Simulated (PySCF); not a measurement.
## Energy of Fe²⁺ (iron, charge +2) between two integer charges

The 3d beta orbital of [Ar] 3d6 is emptied in steps (occupation f), with all orbitals relaxed, ending at [Ar] 3d5. All numbers are calculated (PySCF 2.14, the non-relativistic Hamiltonian (point nucleus), in aug-pcseg-2 (7s5p4d3f2g, 81 functions)). The exact energy is a straight line in f; departures are measured from the line between the end points of the same method.

```json
{"f": "1", "PBE0 (eV)": "0.000", "r2SCAN (eV)": "0.000", "LC-wPBE (eV)": "0.000"}
{"f": "0.9", "PBE0 (eV)": "-0.473", "r2SCAN (eV)": "-0.647", "LC-wPBE (eV)": "-0.241"}
{"f": "0.7", "PBE0 (eV)": "-1.111", "r2SCAN (eV)": "-1.515", "LC-wPBE (eV)": "-0.572"}
{"f": "0.5", "PBE0 (eV)": "-1.332", "r2SCAN (eV)": "-1.809", "LC-wPBE (eV)": "-0.693"}
{"f": "0.3", "PBE0 (eV)": "-1.125", "r2SCAN (eV)": "-1.522", "LC-wPBE (eV)": "-0.591"}
{"f": "0.1", "PBE0 (eV)": "-0.484", "r2SCAN (eV)": "-0.652", "LC-wPBE (eV)": "-0.257"}
{"f": "0", "PBE0 (eV)": "0.000", "r2SCAN (eV)": "0.000", "LC-wPBE (eV)": "0.000"}
```

```tsv
method	E(f=0) − E(f=1) (eV)	−ε at f=1 (eV)	−ε at f=0.5 (eV)
PBE0	31.165	25.933	31.124
r2SCAN	30.982	23.817	30.959
LC-wPBE	31.569	28.916	31.514
```

Orbital energy along the path (eV):

```csv
f,PBE0,r2SCAN,LC-wPBE
1,-25.933,-23.817,-28.916
0.9,-26.944,-25.220,-29.404
0.7,-29.010,-28.069,-30.429
0.5,-31.124,-30.959,-31.514
0.3,-33.279,-33.879,-32.651
0.1,-35.463,-36.785,-33.834
0,-36.555,-38.196,-34.438
```

Reference removal energy between the ground levels: 30.651 ± 0.012 eV (measured; NIST Atomic Spectra Database, ionization energies). The calculation has no spin-orbit coupling. The determinant left behind need not be the lowest term of the ion.
